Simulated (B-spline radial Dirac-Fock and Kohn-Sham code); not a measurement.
# Ce⁺ 4p3/2: cross section and angular parameters

System: cerium as Ce⁺ in the configuration [Xe] 4f1 5d2; threshold 220.5 eV (orbital energy of the model). The computed values come from a B-spline atomic structure program: Dirac-Hartree-Slater photoionisation with a Latter tail; cross sections with all multipoles, angular parameters from the dipole term and its interference with E2.

Input file task.json (cfg lists n, l and occupation; rrms is the nuclear radius in fm):

```json
{"items": [{
  "Z": 58,
  "q": 1,
  "cfg": [[1, 0, 2], [2, 0, 2], [2, 1, 6], [3, 0, 2], [3, 1, 6], [3, 2, 10], [4, 0, 2], [4, 1, 6], [4, 2, 10], [4, 3, 1], [5, 0, 2], [5, 1, 6], [5, 2, 2]],
  "A": 140,
  "rrms": 4.8771,
  "do": "xps",
  "hv": [63.4, 64.1, 80, 100, 127.0, 146.0, 155.0, 160.0, 221.0, 225.0, 288.0, 300, 400, 565.0, 704.0, 884.0, 899.0, 1000, 1130.0, 1550.0, 2000, 2350.0, 3990.0, 4150.0, 4260.0, 4880.0, 6590.0, 9251.7, 11600.0, 12000]
}]}
```

Run with: `python xray2_run.py task.json out`

For linearly polarised light dσ/dΩ = σ/(4π) [1 + β P₂(cos θ) + (δ + γ cos²θ) sin θ cos φ], with θ from the polarisation vector and φ the angle between the beam and the projection of the electron momentum on the plane normal to the polarisation.

```tsv
hν (eV)	σ (kb)	β	γ	δ
288	308	0.089	-0.119	0.058
300	301	0.218	-0.095	0.061
400	248	0.874	0.142	0.048
565	176	1.291	0.257	0.021
704	134	1.449	0.225	0.010
884	97.3	1.561	0.149	0.004
899	94.9	1.568	0.143	0.004
1000	80.6	1.606	0.102	0.002
1130	66.3	1.641	0.057	0.001
1550	38.7	1.699	-0.023	0.001
2000	24.1	1.719	-0.029	0.002
2350	17.6	1.722	0.000	0.003
3990	5.77	1.683	0.276	0.009
4150	5.29	1.677	0.307	0.010
4260	4.98	1.674	0.328	0.010
4880	3.65	1.652	0.449	0.013
6590	1.77	1.590	0.762	0.023
9251.7	0.747	1.498	1.172	0.041
11600	?	?	?	?
12000	0.371	1.414	1.513	0.063
```

Question: Give the values at 11600 eV.

Answer: σ = 0.408 kb, β = 1.426, γ = 1.468, δ = 0.060.
